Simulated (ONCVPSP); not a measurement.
**copper: one change to an ONCV potential, before and after**

Cu (Z = 29), optimised norm-conserving Vanderbilt (ONCV), made with ONCVPSP 4.0.1 (PBEsol, fully relativistic). Core [Ne], reference 3s2 3p6 3d10 4s1. Waves: 3s+4s: rc 1.30 bohr, ncon 5, nbas 8, qcut 9.1 1/bohr, 2 projectors; 3p: rc 0.80 bohr, ncon 4, nbas 8, qcut 10.1 1/bohr, 2 projectors, debl 3.9 Ha; 3d: rc 1.50 bohr, ncon 4, nbas 8, qcut 11.8 1/bohr, 1 projector. Local part: polynomial inside 0.75 bohr (lpopt 5, dvloc0 6 Ha). Core correction: polynomial model core, fcfact 0.35.

Open shells are filled in proportion to 2j + 1.

All-electron outer shells of the reference configuration (PBEsol, scalar-relativistic, ld1.x):

```json
{"shell": "2p", "level (eV)": "-916.42", "outermost node (bohr)": "–", "outermost maximum (bohr)": "0.16"}
{"shell": "3s", "level (eV)": "-114.40", "outermost node (bohr)": "0.29", "outermost maximum (bohr)": "0.61"}
{"shell": "3p", "level (eV)": "-72.00", "outermost node (bohr)": "0.26", "outermost maximum (bohr)": "0.62"}
{"shell": "3d", "level (eV)": "-5.06", "outermost node (bohr)": "–", "outermost maximum (bohr)": "0.60"}
{"shell": "4s", "level (eV)": "-4.61", "outermost node (bohr)": "0.89", "outermost maximum (bohr)": "2.27"}
```

Change: scalar-relativistic.

Cutoffs: the cutoffs (Ha) at which the residual kinetic energy of the hardest occupied pseudo-wave falls to 1 and 0.1 mHa per electron; they do not see the model core or the augmentation charge, which bear on the density cutoff. Errors are all-electron minus pseudo energies relative to the spin-unpolarised reference configuration.

Problem. What does the change do?

Solution. The potential gets neither clearly harder nor softer (50 Ha and 255 Ha → 50 Ha and 248 Ha); of the 3 tests that both files solve, the error grows in 2 and shrinks in 1 by more than 15 % and 0.3 meV (median size 6.6 → 5.5 meV); neither file shows a bound ghost.

| quantity | base | changed |
| --- | --- | --- |
| cutoff, loose | 50 Ha | 50 Ha |
| cutoff, tight | 255 Ha | 248 Ha |
| loose cutoff by channel | s 33 Ha, p 43 Ha, d 50 Ha | s 33 Ha, p 43 Ha, d 50 Ha |
| bound ghosts | none | none |
| GHOST(+) flags under 300 eV | none | none |
| tests with a reliable result | 3 of 4 | 3 of 4 |
| error for 3s2 3p6 3d10 4s0, meV [ΔE 8.11 eV] | +6.6 | +5.5 |
| error for 3s2 3p6 3d9 4s0, meV [ΔE 29.42 eV] | -11 | -14 |
| error for 3s2 3p6 3d9 4s1, meV [ΔE 11.61 eV] | -0.2 | -1.3 |
| s: phases at 1.32 bohr within 0.05 rad from the reference energy up to (Ha; the scan ends near 5) | to the end of the scan | to the end of the scan |
| rms error of d²Exc/dni dnj with the model core, mHa | 5.55 | 1.04 |
